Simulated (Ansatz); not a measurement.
Consider the redistribution: `C[SiH2]O[SiH3]` + `C[SiH2]OC(C)=O` → `C[SiH](C)O[SiH3]` + `CC(=O)O[SiH3]`.

Gas-phase electronic energies from Ansatz, PBE0-D4/def2-TZVP geometries. CCSD(T)/CBS adds triple-zeta CCSD(T) − MP2 to the extrapolated MP2 energy (def2 sets, frozen cores). This one scheme is used for every species. DFT in def2-TZVPP. B3LYP here is the variant with VWN-RPA as its local correlation; programs differ in this. One conformer a species, not always the lowest.

`C[SiH2]O[SiH3]`:

Cartesian coordinates in Å:
```
C 0.625 -0.563 2.026
Si 0.698 -0.606 0.172
O -0.452 0.395 -0.432
Si -1.138 1.005 -1.781
H 0.806 0.447 2.399
H 1.384 -1.225 2.451
H -0.353 -0.892 2.384
H 0.455 -1.987 -0.333
H 2.034 -0.161 -0.313
H -2.216 1.938 -1.374
H -1.716 -0.088 -2.609
H -0.129 1.737 -2.591
```

`C[SiH2]OC(C)=O`:

Cartesian coordinates in Å:
```
C -2.093 -1.147 0.976
Si -0.684 0.046 1.171
O 0.143 -0.040 -0.308
C 1.230 0.727 -0.467
C 1.865 0.558 -1.810
O 1.625 1.461 0.401
H -1.727 -2.159 0.789
H -2.698 -1.168 1.886
H -2.740 -0.857 0.145
H 0.224 -0.365 2.268
H -1.172 1.429 1.383
H 2.147 -0.487 -1.953
H 2.740 1.198 -1.891
H 1.142 0.805 -2.590
```

`C[SiH](C)O[SiH3]`:

Cartesian coordinates in Å:
```
C -1.543 -1.448 -0.623
Si -0.491 -0.274 0.361
C -1.161 1.463 0.314
O 1.026 -0.300 -0.276
Si 2.582 0.125 -0.045
H -1.130 -2.459 -0.594
H -1.602 -1.135 -1.668
H -2.560 -1.487 -0.222
H -0.410 -0.731 1.780
H -1.224 1.830 -0.714
H -2.164 1.502 0.749
H -0.525 2.148 0.879
H 3.383 -0.381 -1.188
H 2.716 1.605 0.027
H 3.103 -0.460 1.219
```

`CC(=O)O[SiH3]`:

Cartesian coordinates in Å:
```
C 0.279 1.921 0.297
C -0.090 0.481 0.448
O -0.609 -0.011 1.417
O 0.217 -0.253 -0.631
Si -0.167 -1.901 -0.547
H 1.349 2.006 0.100
H 0.017 2.468 1.199
H -0.242 2.342 -0.565
H 0.291 -2.406 -1.862
H 0.582 -2.558 0.546
H -1.626 -2.091 -0.403
```

Task: Is it downhill or uphill in electronic energy at CCSD(T)/CBS, and by how much? (An estimate is asked.)

Result: Ansatz gave: Nearly level: ΔE = -0.01 eV.

Task: What do these levels give: B3LYP-D4, r2SCAN, PBE0, B3LYP, MP2/def2-TZVPP, SCS-MP2/def2-TZVPP, CCSD/def2-TZVPP, CCSD(T)/def2-TZVPP, HF/def2-QZVPP, MP2/def2-QZVPP, MP2/CBS(def2), CCSD/CBS(def2)? (Best estimate.)

Result: Computed: B3LYP-D4 -0.01, r2SCAN 0.00, PBE0 0.01, B3LYP 0.02, MP2/def2-TZVPP -0.01, SCS-MP2/def2-TZVPP 0.00, CCSD/def2-TZVPP 0.00, CCSD(T)/def2-TZVPP -0.01, HF/def2-QZVPP 0.04, MP2/def2-QZVPP -0.01, MP2/CBS(def2) -0.01, CCSD/CBS(def2) 0.00 eV.

Largest T1 diagnostic among the species: 0.014.

The D4 term adds −0.03 eV with B3LYP and −0.02 eV with PBE0; it sums over pairs of atoms, weighted by their polarisabilities, and B3LYP, whose exchange is more repulsive, gets the larger term. In def2-TZVPP, CCSD(T) changes the Hartree–Fock value by −0.04 eV (the triples alone add −0.01 eV) and MP2 by −0.04 eV.
